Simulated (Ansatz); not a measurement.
The lowest singlet and triplet of SH (SMILES [SH+]); geometries from B3LYP-D3(BJ)/def2-TZVP, each state relaxed from the structure named, with no frequency check, low spin by broken symmetry.
Singlet (charge 1, multiplicity 1):
```
atom   x (Å)   y (Å)    z (Å)
----  ------  ------  -------
S     0.0000  0.0000  -0.0807
H     0.0000  0.0000   1.2908
```

A positive gap puts the triplet lower; no zero-point energy. R- takes a restricted singlet, here one determinant of a half-filled degenerate or near-degenerate pair, which mixes singlet states. U- takes an unrestricted singlet (broken symmetry where lower, unprojected). The triplet is unrestricted in single-reference levels.

Cores are frozen in the correlated methods.

The values were computed with Ansatz (an electronic-structure program) with Gaussian orbitals. Each number belongs to the level named beside it.

Question: One of these levels gives 1.751 eV for the gap E(singlet) − E(triplet), vertical, at the singlet's geometry. Which one is it?
(A) R-SVWN5/def2-TZVPP
(B) U-PBE/def2-TZVPP (spin-contaminated)
(C) R-CCSDT(Q)/cc-pV(D+d)Z
(D) R-MP2/cc-pV(T+d)Z

Answer: A, R-SVWN5/def2-TZVPP. The others give 0.445 (U-PBE/def2-TZVPP (spin-contaminated)), 1.956 (R-MP2/cc-pV(T+d)Z), 1.452 (R-CCSDT(Q)/cc-pV(D+d)Z)

Doubts at one or more of the structures used: a restricted determinant that unrestricted orbitals would lower (R-SVWN5/def2-TZVPP, R-MP2/cc-pV(T+d)Z, R-CCSDT(Q)/cc-pV(D+d)Z); other coupled-cluster roots lie near (R-CCSDT(Q)/cc-pV(D+d)Z).
